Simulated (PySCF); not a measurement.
PySCF input (HF/def2-TZVPD):

```python
from pyscf import gto, scf, dft

mol = gto.M(
    atom='''
    Si   -0.21855488   -0.22630866    0.49444322
    C    -2.02670085   -0.22781155    0.25996117
    Cl    0.68777815   -1.35755267   -0.97261018
    Cl    0.50231633    1.69766403    0.34662977
    H     0.18346958   -0.77285411    1.79787259
    H    -2.49827062    0.25068268   -0.59016805
    H    -2.69683158   -0.72453112    0.95199039
    ''',
    basis='def2-tzvpd',
    charge=0,
    spin=1,
    verbose=4,
)

mf = scf.UHF(mol).density_fit(auxbasis='def2-universal-jkfit')
mf.conv_tol = 1e-9
mf.max_cycle = 100
mf.max_memory = 1500
mf.kernel()
if not mf.converged:
    mf = mf.newton()
    mf.kernel(mf.make_rdm1())
for _ in range(2):
    mo, _, stable, _ = mf.stability(return_status=True)
    if stable:
        break
    mf.kernel(mf.make_rdm1(mo, mf.mo_occ))
mf.analyze()
```

End of the output:

```
Extra cycle  E= -1247.67546068045  delta_E= -9.55e-12  |g|= 2e-06  |ddm|= 5.72e-06
converged SCF energy = -1247.67546068045  <S^2> = 0.76075443  2S+1 = 2.0107257
uhf_internal: lowest eigs of H = [0.36183876 0.5014329  0.50689163]
<class 'pyscf.df.df_jk.DFUHF'> wavefunction is stable in the internal stability analysis
**** SCF Summaries ****
Total Energy =                       -1247.675460680446122
Nuclear Repulsion Energy =             260.659657853501699
One-electron Energy =                -2243.947727791323814
Two-electron Energy =                  735.612609257375993
Two-electron Coulomb Energy =          817.491619167138310
DFT Exchange-Correlation Energy =      -81.879009909762317
HOMO-LUMO gap [eV] =                    12.318123380266515
**** MO energy ****
                             alpha | beta                alpha | beta
MO #1   energy= -104.833636621209  | -104.833393950285  occ= 1 | 1
MO #2   energy= -104.832815566514  | -104.832439118463  occ= 1 | 1
MO #3   energy= -68.8561088596923  | -68.8566760866684  occ= 1 | 1
MO #4   energy= -11.2592437871072  | -11.2379076339281  occ= 1 | 1
MO #5   energy= -10.563321400155   | -10.5630766104073  occ= 1 | 1
MO #6   energy= -10.5624846695756  | -10.5621034253947  occ= 1 | 1
MO #7   energy= -8.03012078620563  | -8.02965846117789  occ= 1 | 1
MO #8   energy= -8.02942785601951  | -8.02880418949693  occ= 1 | 1
MO #9   energy= -8.02911750127626  | -8.02860544993627  occ= 1 | 1
MO #10  energy= -8.02890741267391  | -8.02853076435113  occ= 1 | 1
MO #11  energy= -8.02825371791972  | -8.02784746801674  occ= 1 | 1
MO #12  energy= -8.0280547900966   | -8.02749871737733  occ= 1 | 1
MO #13  energy= -6.19796409484062  | -6.19877582455973  occ= 1 | 1
MO #14  energy= -4.30567803381869  | -4.30570705312692  occ= 1 | 1
MO #15  energy= -4.30484689345489  | -4.30548825184065  occ= 1 | 1
MO #16  energy= -4.30360443793662  | -4.30496949103624  occ= 1 | 1
MO #17  energy= -1.1202407657994   | -1.11733771796326  occ= 1 | 1
MO #18  energy= -1.09096276985941  | -1.08861703704932  occ= 1 | 1
MO #19  energy= -0.974961944701768 | -0.889028532538315 occ= 1 | 1
MO #20  energy= -0.707072672409218 | -0.701702050226235 occ= 1 | 1
MO #21  energy= -0.617490986292207 | -0.605123563512564 occ= 1 | 1
MO #22  energy= -0.557520588357536 | -0.546896771725942 occ= 1 | 1
MO #23  energy= -0.555451301294559 | -0.543675667572208 occ= 1 | 1
MO #24  energy= -0.544636637218726 | -0.542238644001654 occ= 1 | 1
MO #25  energy= -0.482377363171729 | -0.476068085040454 occ= 1 | 1
MO #26  energy= -0.480253372717805 | -0.474843221231276 occ= 1 | 1
MO #27  energy= -0.46117650147541  | -0.458399581982365 occ= 1 | 1
MO #28  energy= -0.45785512446156  | -0.451966714467435 occ= 1 | 1
MO #29  energy= -0.411544751995738 | 0.0411379364646317 occ= 1 | 0
MO #30  energy= 0.0549787728895692 | 0.0557534545876118 occ= 0 | 0
MO #31  energy= 0.0715809264500626 | 0.0756228349550156 occ= 0 | 0
MO #32  energy= 0.0744499549339663 | 0.0763893342197322 occ= 0 | 0
MO #33  energy= 0.075551320475629  | 0.0779157269462472 occ= 0 | 0
MO #34  energy= 0.101429405563477  | 0.102203651323616  occ= 0 | 0
MO #35  energy= 0.103709736936897  | 0.104962151513815  occ= 0 | 0
MO #36  energy= 0.106459407228532  | 0.112371745225162  occ= 0 | 0
MO #37  energy= 0.112151890297599  | 0.113479344920957  occ= 0 | 0
MO #38  energy= 0.126267221489494  | 0.127221480317136  occ= 0 | 0
MO #39  energy= 0.13795838718791   | 0.14836394743265   occ= 0 | 0
MO #40  energy= 0.148720485157397  | 0.151512980767145  occ= 0 | 0
MO #41  energy= 0.160967799270445  | 0.164979244824575  occ= 0 | 0
MO #42  energy= 0.186820257657798  | 0.1906987778602    occ= 0 | 0
MO #43  energy= 0.200041337791434  | 0.206540938288444  occ= 0 | 0
MO #44  energy= 0.205935098289876  | 0.213296728305114  occ= 0 | 0
MO #45  energy= 0.221887836423547  | 0.222518393180595  occ= 0 | 0
MO #46  energy= 0.229658472506523  | 0.236446987380274  occ= 0 | 0
MO #47  energy= 0.243488362066105  | 0.245395881724882  occ= 0 | 0
MO #48  energy= 0.244008095664175  | 0.257695337541485  occ= 0 | 0
MO #49  energy= 0.254588106343551  | 0.265095427889991  occ= 0 | 0
MO #50  energy= 0.263193282361689  | 0.268714677936407  occ= 0 | 0
MO #51  energy= 0.275583876856863  | 0.278931469537302  occ= 0 | 0
MO #52  energy= 0.278629404564802  | 0.286123450306607  occ= 0 | 0
MO #53  energy= 0.288223028443178  | 0.289757465181434  occ= 0 | 0
MO #54  energy= 0.297076241664637  | 0.299872100874024  occ= 0 | 0
MO #55  energy= 0.307221724610696  | 0.308112304564486  occ= 0 | 0
MO #56  energy= 0.314694065163946  | 0.315669097257185  occ= 0 | 0
MO #57  energy= 0.32897831756573   | 0.334147853940975  occ= 0 | 0
MO #58  energy= 0.33804618065152   | 0.340417097468884  occ= 0 | 0
MO #59  energy= 0.343312335782931  | 0.353077993664677  occ= 0 | 0
MO #60  energy= 0.354952286053796  | 0.359948259902418  occ= 0 | 0
MO #61  energy= 0.357873765274136  | 0.365253953900046  occ= 0 | 0
MO #62  energy= 0.373305290217889  | 0.375378915273651  occ= 0 | 0
MO #63  energy= 0.375120203681582  | 0.376738136456266  occ= 0 | 0
MO #64  energy= 0.388036979505753  | 0.3921592525681    occ= 0 | 0
MO #65  energy= 0.393980983279939  | 0.400387112168537  occ= 0 | 0
MO #66  energy= 0.406448957536049  | 0.41418678257383   occ= 0 | 0
MO #67  energy= 0.421396647998879  | 0.42559902522415   occ= 0 | 0
MO #68  energy= 0.43113416072824   | 0.438496072317664  occ= 0 | 0
MO #69  energy= 0.437640008948608  | 0.44066459089786   occ= 0 | 0
MO #70  energy= 0.452771305070504  | 0.457549107025506  occ= 0 | 0
MO #71  energy= 0.466090530513777  | 0.468744898095753  occ= 0 | 0
MO #72  energy= 0.467782197628916  | 0.474509115922844  occ= 0 | 0
MO #73  energy= 0.476978857805447  | 0.48194790584703   occ= 0 | 0
MO #74  energy= 0.514847519912427  | 0.518248203926587  occ= 0 | 0
MO #75  energy= 0.538546306321432  | 0.540890931077484  occ= 0 | 0
MO #76  energy= 0.551398392669436  | 0.552586515173846  occ= 0 | 0
MO #77  energy= 0.553668597241698  | 0.563401320150481  occ= 0 | 0
MO #78  energy= 0.565942130304841  | 0.576469022692763  occ= 0 | 0
MO #79  energy= 0.575989979003659  | 0.58439836766215   occ= 0 | 0
MO #80  energy= 0.597244310272587  | 0.603435576853403  occ= 0 | 0
MO #81  energy= 0.60572610665181   | 0.609160880250181  occ= 0 | 0
MO #82  energy= 0.609609472801152  | 0.614818017512644  occ= 0 | 0
MO #83  energy= 0.639372945218408  | 0.674582746899912  occ= 0 | 0
MO #84  energy= 0.66662317076387   | 0.678376092506841  occ= 0 | 0
MO #85  energy= 0.696413483245426  | 0.697955914683483  occ= 0 | 0
MO #86  energy= 0.724947030094723  | 0.733086616373449  occ= 0 | 0
MO #87  energy= 0.730751569093858  | 0.737900131286401  occ= 0 | 0
MO #88  energy= 0.784106573716208  | 0.785211838848954  occ= 0 | 0
MO #89  energy= 0.791697688684714  | 0.793264877763705  occ= 0 | 0
MO #90  energy= 0.796355562339914  | 0.799779763220433  occ= 0 | 0
MO #91  energy= 0.800815671166862  | 0.80302731101447   occ= 0 | 0
MO #92  energy= 0.8044528625637    | 0.806351914651006  occ= 0 | 0
MO #93  energy= 0.820426319770346  | 0.823606842456191  occ= 0 | 0
MO #94  energy= 0.827707344239267  | 0.831431551413636  occ= 0 | 0
MO #95  energy= 0.836560964748764  | 0.839205022955149  occ= 0 | 0
MO #96  energy= 0.840521997578886  | 0.842919424598556  occ= 0 | 0
MO #97  energy= 0.861461472600499  | 0.866226475427285  occ= 0 | 0
MO #98  energy= 0.862768119408316  | 0.876602305195482  occ= 0 | 0
MO #99  energy= 0.884357188488955  | 0.893343498082547  occ= 0 | 0
MO #100 energy= 0.904341741917752  | 0.907733030862376  occ= 0 | 0
MO #101 energy= 0.921350730056557  | 0.925466375722685  occ= 0 | 0
MO #102 energy= 0.933056089519015  | 0.938209804019442  occ= 0 | 0
MO #103 energy= 0.947331550049612  | 0.95144139254449   occ= 0 | 0
MO #104 energy= 0.993481732623519  | 0.996207468880292  occ= 0 | 0
[...]
```

It need not be the lowest isomer of its formula.
